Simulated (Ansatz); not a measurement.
Conformers of `C[SiH](O)O`, each relaxed with PBE0-D4/def2-TZVP in Ansatz. CBS adds the triple-zeta coupled-cluster correction to the MP2 limit.

Not all of them had a frequency check.

Conformer A:

```xyz
10

C    -0.790    1.085   -0.455
Si    0.392   -0.200    0.146
O     0.012   -0.456    1.723
O     0.230   -1.595   -0.718
H    -0.576    1.356   -1.491
H    -0.729    1.987    0.158
H    -1.814    0.708   -0.404
H     1.816    0.231    0.014
H     0.445   -1.182    2.174
H     1.015   -1.935   -1.147
```

Conformer B:

Z-matrix (Å, degrees):
```
C
Si 1 1.852
H 1 1.093 2 111.0
H 1 1.093 2 110.6 3 119.4
H 1 1.092 2 110.8 3 -120.4
O 2 1.647 1 105.2 3 -58.4
O 2 1.646 1 112.8 3 64.2
H 2 1.484 1 113.0 3 -179.4
H 6 0.958 2 117.2 1 -175.7
H 7 0.958 2 117.6 1 -54.3
```

(1) Which is lowest in electronic energy at CCSD(T)/CBS (frozen core, def2 sets), and by how much? (Best estimate.)

(2) Give the energies relative to B (kJ/mol) with PBE0-D4/def2-TZVPP, ωB97M-V/def2-TZVPP, r2SCAN/def2-TZVPP, B3LYP/def2-TZVPP, HF/def2-TZVPP, HF/def2-QZVPP, MP2/CBS(def2). (Estimate.)

Results:

(1) Ansatz gave: B; A lies 2.8 kJ/mol higher.

(2) Computed: 
| level | A |
| --- | --- |
| PBE0-D4/def2-TZVPP | 2.8 |
| ωB97M-V/def2-TZVPP | 3.0 |
| r2SCAN/def2-TZVPP | 2.6 |
| B3LYP/def2-TZVPP | 2.9 |
| HF/def2-TZVPP | 2.6 |
| HF/def2-QZVPP | 2.4 |
| MP2/CBS(def2) | 2.9 |

B3LYP here is the variant with VWN-RPA as its local correlation; programs differ in this.
